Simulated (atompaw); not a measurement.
**An all-electron radial function and its pseudo partner (O)**

Columns: radius, all-electron u(r) and pseudo u(r) of the 2s shell (level -23.96 eV) of oxygen in the configuration [He] 2s2 2p4; PBE, scalar-relativistic, PAW (atompaw) scheme, atompaw 4.2.0.5.

| r (bohr) | all-electron | pseudo |
| --- | --- | --- |
| 0.063 | -0.3750 | 0.0601 |
| 0.127 | -0.4062 | 0.1258 |
| 0.190 | -0.2740 | 0.1985 |
| 0.254 | -0.0737 | 0.2826 |
| 0.317 | 0.1367 | 0.3751 |
| 0.381 | 0.3367 | 0.4765 |
| 0.444 | 0.5080 | 0.5792 |
| 0.508 | 0.6518 | 0.6806 |
| 0.571 | 0.7631 | 0.7713 |
| 0.635 | 0.8474 | 0.8484 |
| 0.698 | 0.9052 | 0.9052 |
| 0.762 | 0.9417 | 0.9417 |
| 0.825 | 0.9595 | 0.9595 |
| 0.888 | 0.9626 | 0.9626 |
| 0.952 | 0.9536 | 0.9536 |
| 1.015 | 0.9355 | 0.9355 |
| 1.079 | 0.9098 | 0.9098 |
| 1.142 | 0.8793 | 0.8793 |
| 1.206 | 0.8446 | 0.8446 |
| 1.269 | 0.8078 | 0.8078 |
| 1.333 | 0.7690 | 0.7690 |
| 1.396 | 0.7300 | 0.7300 |
| 1.460 | 0.6904 | 0.6904 |
| 1.523 | 0.6518 | 0.6518 |
| 1.587 | 0.6134 | 0.6134 |
| 1.650 | 0.5767 | 0.5767 |

(1) How many radial nodes do the two functions have?

(2) At about which radius was the pseudo-wave matched?

(3) Where does each function peak?

(4) Is the pseudo-wave norm-conserving?

Results:

(1) The all-electron 2s function has n − l − 1 = 1; the pseudo-wave has 0, since the states of the same l below it are removed with the core.

(2) 0.70 bohr, where the columns begin to agree (steps of 0.06 bohr).

(3) Outermost all-electron maximum near 0.89 bohr, pseudo maximum near 0.89 bohr (to the table’s step).

(4) No, it belongs to a PAW set: the norm inside the radius is not constrained, and the difference is carried by the augmentation charge.
